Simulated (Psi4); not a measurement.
Pair of molecules, SMILES [AlH3] with SMILES CC#N (the first has 4 atoms); geometry from B3LYP-D3(BJ)/def2-TZVP, rigid monomers moved along the line of their centres of mass till Al1···N7 is 2.34 Å.
(charge 0, multiplicity 1):
```json
[
 {"atom": "Al", "x (Å)": "-0.0353", "y (Å)": "0.1532", "z (Å)": "-0.4098"},
 {"atom": "H", "x (Å)": "-1.4953", "y (Å)": "-0.2202", "z (Å)": "-0.9285"},
 {"atom": "H", "x (Å)": "1.1463", "y (Å)": "-0.8622", "z (Å)": "-0.7449"},
 {"atom": "H", "x (Å)": "0.3328", "y (Å)": "1.7000", "z (Å)": "-0.3011"},
 {"atom": "C", "x (Å)": "-0.6167", "y (Å)": "-0.8600", "z (Å)": "4.3813"},
 {"atom": "C", "x (Å)": "-0.4461", "y (Å)": "-0.5627", "z (Å)": "2.9752"},
 {"atom": "N", "x (Å)": "-0.3108", "y (Å)": "-0.3278", "z (Å)": "1.8641"},
 {"atom": "H", "x (Å)": "-0.1705", "y (Å)": "-1.8284", "z (Å)": "4.6094"},
 {"atom": "H", "x (Å)": "-0.1306", "y (Å)": "-0.0903", "z (Å)": "4.9816"},
 {"atom": "H", "x (Å)": "-1.6791", "y (Å)": "-0.8879", "z (Å)": "4.6253"}
]
```

Calculation: SAPT0/jun-cc-pV(D+d)Z (Psi4).

Question: Give the four SAPT terms and the total, and say what mostly holds the pair together.

Answer: electrostatics -24.49, exchange 17.75, induction -11.95, dispersion -3.92, total -22.61 kcal/mol; the largest attraction is electrostatics.
